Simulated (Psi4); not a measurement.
CH₄AlBrO, singlet, at a GFN2-xTB geometry (such geometries of metal compounds can be far from the true shape), atoms displaced at random by about 0.08 Å a coordinate; PBE/STO-3G, gradient (Psi4 1.11).

Psi4 was given this input:
```
memory 2 GB

molecule mol {
0 1
  Al   -0.956890    0.112857    0.233390
  Br    1.190304   -0.108120   -0.605636
  C    -1.494337   -1.076452    1.967172
  H    -2.204863   -1.897304    1.694783
  H    -1.890044   -0.287759    2.728047
  H    -0.532674   -1.536457    2.413500
  O    -1.990519    1.018683   -0.613751
  H    -2.500335    1.590803   -1.010339
symmetry c1
no_reorient
no_com
}

set basis sto-3g
set reference rks

gradient('pbe')
print_variables()
```

Write the output that Psi4 gives for this input, abridged.


```
gradient() will perform analytic gradient computation.

   => Loading Basis Set <=

    Name: STO-3G
    Role: ORBITAL
    Keyword: BASIS

         ---------------------------------------------------------
                                   SCF
               by Justin Turney, Rob Parrish, Andy Simmonett
                          and Daniel G. A. Smith
                              RKS Reference
         ---------------------------------------------------------

  ==> Geometry <==

    Molecular point group: c1
    Full point group: C1

    Geometry (in Angstrom), charge = 0, multiplicity = 1:

       Center              X                  Y                   Z               Mass
    ------------   -----------------  -----------------  -----------------  -----------------
         AL          -0.956890000000     0.112857000000     0.233390000000    26.981538530000
         BR           1.190304000000    -0.108120000000    -0.605636000000    78.918337600000
         C           -1.494337000000    -1.076452000000     1.967172000000    12.000000000000
         H           -2.204863000000    -1.897304000000     1.694783000000     1.007825032230
         H           -1.890044000000    -0.287759000000     2.728047000000     1.007825032230
         H           -0.532674000000    -1.536457000000     2.413500000000     1.007825032230
         O           -1.990519000000     1.018683000000    -0.613751000000    15.994914619570
         H           -2.500335000000     1.590803000000    -1.010339000000     1.007825032230

  Running in c1 symmetry.

  Rotational constants: A =      0.16930  B =      0.05896  C =      0.04445 [cm^-1]
  Rotational constants: A =   5075.40617  B =   1767.71109  C =   1332.57174 [MHz]
  Nuclear repulsion =  283.935678360205429

  Charge       = 0
  Multiplicity = 1
  Electrons    = 66
  Nalpha       = 33
  Nbeta        = 33

  ==> Algorithm <==

  SCF Algorithm Type is DF.
  DIIS enabled.
  MOM disabled.
  Fractional occupation disabled.
  Guess Type is SAD.
  Energy threshold   = 1.00e-08
  Density threshold  = 1.00e-08
  Integral threshold = 1.00e-12

  ==> Primary Basis <==

  Basis Set: STO-3G
    Blend: STO-3G
    Number of shells: 23
    Number of basis functions: 41
    Number of Cartesian functions: 42
    Spherical Harmonics?: true
    Max angular momentum: 2

  ==> DFT Potential <==

   => LibXC <=

    Version 7.1.2
    S. Lehtola, C. Steigemann, M. J. T. Oliveira, and M. A. L. Marques,  SoftwareX 7, 1–5 (2018) (10.1016/j.softx.2017.11.002)

   => Composite Functional: PBE <=

    PBE GGA Exchange-Correlation Functional

    J.P. Perdew et. al., Phys. Rev. Lett., 77(18), 3865-3868, 1996

    Deriv               =              1
    GGA                 =           TRUE
    Meta                =          FALSE

    Exchange Hybrid     =          FALSE
    MP2 Hybrid          =          FALSE

   => Exchange Functionals <=

    1.0000     XC_GGA_X_PBE

   => Correlation Functionals <=

    1.0000     XC_GGA_C_PBE

   => LibXC Density Thresholds  <==

    XC_GGA_C_PBE:  1.00E-12
    XC_GGA_X_PBE:  1.00E-15

   => Molecular Quadrature <=

    Radial Scheme          =       TREUTLER
    Pruning Scheme         =           NONE
    Nuclear Scheme         =       TREUTLER

    Blocking Scheme        =         OCTREE
    BS radius alpha        =              1
    Pruning alpha          =              1
    Radial Points          =             75
    Spherical Points       =            302
    Total Points           =         169292
    Total Blocks           =           1325
    Max Points             =            256
    Max Functions          =             38
    Weights Tolerance      =       1.00E-15

   => Loading Basis Set <=

    Name: (STO-3G AUX)
    Role: JKFIT
    Keyword: DF_BASIS_SCF

  ==> Integral Setup <==

  SCF_SUBTYPE=INCORE selected. In-core MEM_DF algorithm will be used.
  Using in-core AOs.

  ==> MemDFJK: Density-Fitted J/K Matrices <==

    J tasked:                   Yes
    K tasked:                    No
    wK tasked:                   No
    Algorithm:                 Core
    Schwarz Cutoff:           1E-12
    Mask sparsity (%):       5.4729
    Fitting Condition:        1E-10

   => Auxiliary Basis Set <=

  Basis Set: (STO-3G AUX)
    Blend: DEF2-UNIVERSAL-JKFIT
    Number of shells: 172
    Number of basis functions: 618
    Number of Cartesian functions: 788
    Spherical Harmonics?: true
    Max angular momentum: 5

  Minimum eigenvalue in the overlap matrix is 2.7390986715E-01.
  Reciprocal condition number of the overlap matrix is 1.2908359508E-01.
    Using symmetric orthogonalization.

  ==> Pre-Iterations <==

  SCF Guess: Superposition of Atomic Densities via on-the-fly atomic UHF (no occupation information).

   -------------------------
    Irrep   Nso     Nmo
   -------------------------
     A         41      41
   -------------------------
    Total      41      41
   -------------------------

  ==> Iterations <==

                           Total Energy        Delta E     RMS |[F,P]|

   @DF-RKS iter SAD: -2896.63810453658380   -2.89664e+03   0.00000e+00
   @DF-RKS iter   1: -2898.88517810383883   -2.24707e+00   1.03091e-02 ADIIS/DIIS
   @DF-RKS iter   2: -2898.41816770955529    4.67010e-01   2.45890e-02 ADIIS/DIIS
   @DF-RKS iter   3: -2899.01891112396424   -6.00743e-01   3.78800e-03 ADIIS/DIIS
   @DF-RKS iter   4: -2899.03884562614076   -1.99345e-02   1.52236e-03 ADIIS/DIIS
   @DF-RKS iter   5: -2899.04143708707034   -2.59146e-03   4.67686e-04 ADIIS/DIIS
   @DF-RKS iter   6: -2899.04172594543797   -2.88858e-04   7.83523e-05 DIIS
   @DF-RKS iter   7: -2899.04173503847869   -9.09304e-06   8.68551e-06 DIIS
   @DF-RKS iter   8: -2899.04173517682193   -1.38343e-07   1.10908e-06 DIIS
   @DF-RKS iter   9: -2899.04173517851859   -1.69666e-09   9.68432e-08 DIIS
   @DF-RKS iter  10: -2899.04173517854088   -2.22826e-11   9.44630e-09 DIIS
  Energy and wave function converged.

  ==> Post-Iterations <==

[...]
    Virtual:

[...]
    Final Occupation by Irrep:
              A
    DOCC [    33 ]
    NA   [    33 ]
    NB   [    33 ]

  @DF-RKS Final Energy: -2899.04173517854088

   => Energetics <=

    Nuclear Repulsion Energy =            283.9356783602054293
    One-Electron Energy =               -4622.4387890606703877
    Two-Electron Energy =                1565.1047268062050080
    DFT Exchange-Correlation Energy =    -125.6433512842806124
    Empirical Dispersion Energy =           0.0000000000000000
    VV10 Nonlocal Energy =                  0.0000000000000000
    Total Energy =                      -2899.0417351785408755

Computation Completed

Properties will be evaluated at   0.000000,   0.000000,   0.000000 [a0]

Properties computed using the SCF density matrix

 Multipole Moments:

 ------------------------------------------------------------------------------------
     Multipole            Electronic (a.u.)      Nuclear  (a.u.)        Total (a.u.)
 ------------------------------------------------------------------------------------

 L = 1.  Multiply by 2.5417464519 to convert [e a0] to [Debye]
 Dipole X            :          4.0602688           -5.2856018           -1.2253330
 Dipole Y            :          5.8161108           -5.2100203            0.6060905
 Dipole Z            :         10.3473109          -10.2879997            0.0593111
 Magnitude           :                                                    1.3683217

 ------------------------------------------------------------------------------------

         ------------------------------------------------------------
                                   SCF GRAD
                          Rob Parrish, Justin Turney,
                       Andy Simmonett, and Alex Sokolov
         ------------------------------------------------------------

  ==> Geometry <==

    Molecular point group: c1
    Full point group: C1

    Geometry (in Angstrom), charge = 0, multiplicity = 1:

       Center              X                  Y                   Z               Mass
    ------------   -----------------  -----------------  -----------------  -----------------
         AL          -0.956890000000     0.112857000000     0.233390000000    26.981538530000
         BR           1.190304000000    -0.108120000000    -0.605636000000    78.918337600000
         C           -1.494337000000    -1.076452000000     1.967172000000    12.000000000000
         H           -2.204863000000    -1.897304000000     1.694783000000     1.007825032230
         H           -1.890044000000    -0.287759000000     2.728047000000     1.007825032230
         H           -0.532674000000    -1.536457000000     2.413500000000     1.007825032230
         O           -1.990519000000     1.018683000000    -0.613751000000    15.994914619570
         H           -2.500335000000     1.590803000000    -1.010339000000     1.007825032230

  Nuclear repulsion =  283.935678360205429

  ==> Basis Set <==

  Basis Set: STO-3G
    Blend: STO-3G
    Number of shells: 23
    Number of basis functions: 41
    Number of Cartesian functions: 42
    Spherical Harmonics?: true
    Max angular momentum: 2

  ==> DFJKGrad: Density-Fitted SCF Gradients <==

    Gradient:                    1
    J tasked:                  Yes
    K tasked:                   No
    wK tasked:                  No
    Integrals threads:           1
    Schwarz Cutoff:          1E-12
    Fitting Condition:       1E-10

   => Auxiliary Basis Set <=

  Basis Set: (STO-3G AUX)
    Blend: DEF2-UNIVERSAL-JKFIT
    Number of shells: 172
    Number of basis functions: 618
    Number of Cartesian functions: 788
    Spherical Harmonics?: true
    Max angular momentum: 5

  ==> DFT Potential <==

   => LibXC <=

    Version 7.1.2
    S. Lehtola, C. Steigemann, M. J. T. Oliveira, and M. A. L. Marques,  SoftwareX 7, 1–5 (2018) (10.1016/j.softx.2017.11.002)

   => Composite Functional: PBE <=

    PBE GGA Exchange-Correlation Functional

    J.P. Perdew et. al., Phys. Rev. Lett., 77(18), 3865-3868, 1996

    Deriv               =              1
    GGA                 =           TRUE
    Meta                =          FALSE

    Exchange Hybrid     =          FALSE
    MP2 Hybrid          =          FALSE

   => Exchange Functionals <=

    1.0000     XC_GGA_X_PBE

   => Correlation Functionals <=

    1.0000     XC_GGA_C_PBE

   => LibXC Density Thresholds  <==

    XC_GGA_C_PBE:  1.00E-12
    XC_GGA_X_PBE:  1.00E-15

   => Molecular Quadrature <=

    Radial Scheme          =       TREUTLER
    Pruning Scheme         =           NONE
    Nuclear Scheme         =       TREUTLER

    Blocking Scheme        =         OCTREE
    BS radius alpha        =              1
    Pruning alpha          =              1
    Radial Points          =             75
    Spherical Points       =            302
    Total Points           =         169292
    Total Blocks           =           1325
    Max Points             =            256
    Max Functions          =             38
    Weights Tolerance      =       1.00E-15

  -Total Gradient:
     Atom            X                  Y                   Z
    ------   -----------------  -----------------  -----------------
       1       -0.007018789880     0.033037792999    -0.027086957462
       2        0.029695928514    -0.004589491606    -0.011286599838
       3       -0.036609285659    -0.049051134356     0.021702555215
       4       -0.001991003267    -0.012952916285    -0.009008610547
       5       -0.003761792993     0.035774489435     0.021799165934
       6        0.029170260369    -0.012409796613     0.013545152037
       7       -0.131133467484     0.151050127936    -0.105432572860
       8        0.121819263636    -0.141082552872     0.095608614754

  Variable Map:
  ----------------------------------------------------------------------------
[...]
  Array Variable Map:
  ----------------------------------------------------------------------------
[...]
[...]
```
